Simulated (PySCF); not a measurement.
# Fluorine: a sound run and one with changed settings

Sound run: F(2+) [He] 2s2 2p3, F(3+) [He] 2s2 2p2. All numbers are calculated (PySCF 2.14, the non-relativistic Hamiltonian (point nucleus), in def2-TZVP (5s3p2d1f, 31 functions)). The sound run starts from symmetry-adapted Hartree-Fock orbitals and uses a fine grid where one is needed.

Changed run: radial step 0.8 in ln r (0.13 in the sound run). This setting is unsound on purpose.

| species | method | sound run (hartree) | changed run (hartree) | converged |
| --- | --- | --- | --- | --- |
| F(2+) | UHF | -97.60872 | -97.60872 | yes |
| F(2+) | PBE0 | -97.74024 | -97.73946 | yes |
| F(2+) | TPSS | -97.83025 | -97.86513 | yes |
| F(3+) | UHF | -95.32080 | -95.32080 | yes |
| F(3+) | PBE0 | -95.42747 | -95.43494 | yes |
| F(3+) | TPSS | -95.52073 | -95.58257 | yes |

Ionisation energy of F(2+):

| method | sound run (eV) | changed run (eV) |
| --- | --- | --- |
| UHF | 62.258 | 62.258 |
| PBE0 | 62.934 | 62.709 |
| TPSS | 62.845 | 62.112 |

A coarse radial grid mis-integrates the density and the exchange-correlation energy, with errors of either sign; Hartree-Fock needs no grid.

For comparison, NIST gives 62.708 eV between the lowest levels.
